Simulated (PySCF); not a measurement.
Polarisability and C₆ of In²⁺ (indium, charge +2)

[Kr] 4d10 5s1, 2S determinant. Calculation: PySCF 2.14, in aug-cc-pwCVTZ-PP with ECP28MDF; a scalar-relativistic core potential. Coupled (time-dependent) response in atomic units; α is the mean over directions.

| method | mean α (bohr³) | C₆ (like pair) | S(−4) |
| --- | --- | --- | --- |
| B97-3 | 13.57 | 64.55 | 120.7 |

S(−4) is the Cauchy moment in α(ω) = α(0) + S(−4) ω² + …

α(iu) at B97-3:

```tsv
u (hartree)	α(iu) (bohr³)
0	13.57
0.0500	13.27
0.100	12.49
0.200	10.30
0.300	8.297
0.500	5.778
0.750	4.203
1.00	3.318
1.50	2.307
2.00	1.720
3.00	1.060
5.00	0.5052
```

A single London oscillator, α(iu) = α/(1 + u²/ω²), gives C₆ = (3/4) ω α². Matching the computed C₆ needs ω = 4 × 64.55 / (3 × 13.57²) = 0.467 hartree.

For an ion, C₆ is the dispersion term alone; charge-induced terms of lower order in 1/R come first.

Energies and moments cover only the electrons outside the core potential.
